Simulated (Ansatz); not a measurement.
Reaction (substitution at a C–C bond): `CCC(CC)C(C)C` + `C[O][GeH]([OH])[O]C` → `CC[O][GeH]([O]C)[O]C` + `CCCC(C)C`

Program: Ansatz. Geometries: PBE0-D4/def2-TZVP. ΔE: electronic, gas phase. CCSD(T)/CBS adds triple-zeta CCSD(T) − MP2 to the extrapolated MP2 energy (def2 sets, frozen cores). DFT in def2-TZVPP. B3LYP here is the variant with VWN-RPA as its local correlation; programs differ in this. For Ge outer-core shells are correlated without core-valence functions, which leaves a few kJ/mol of doubt a bond. Scalar relativity is left out up to krypton. One conformer a species, not always the lowest.

**Question.** Is it downhill or uphill in electronic energy at CCSD(T)/CBS, and by how much? (Estimate.)

**Answer.** The calculation gave: Uphill: ΔE = +0.44 eV.

**Question.** What do these levels give: PBE-D4, r2SCAN-D4, PBE0-D4, B3LYP-D4, PBE, PBE0, B3LYP, HF/def2-TZVPP, SCS-MP2/def2-TZVPP, CCSD/def2-TZVPP, SCS-MP2/def2-QZVPP, CCSD/CBS(def2)? (Estimate.)

**Answer.** Ansatz gave: PBE-D4 0.36, r2SCAN-D4 0.36, PBE0-D4 0.39, B3LYP-D4 0.31, PBE 0.29, PBE0 0.32, B3LYP 0.19, HF/def2-TZVPP 0.11, SCS-MP2/def2-TZVPP 0.41, CCSD/def2-TZVPP 0.39, SCS-MP2/def2-QZVPP 0.42, CCSD/CBS(def2) 0.41 eV.

Largest T1 diagnostic among the species: 0.012.

The D4 term adds +0.11 eV with B3LYP and +0.06 eV with PBE0; it sums over pairs of atoms, weighted by their polarisabilities, and B3LYP, whose exchange is more repulsive, gets the larger term. In def2-TZVPP, CCSD(T) changes the Hartree–Fock value by +0.31 eV (the triples alone add +0.03 eV) and MP2 by +0.39 eV. From PBE to PBE0 (25 % exact exchange), in def2-TZVPP and without D4, ΔE moves by +0.03 eV.
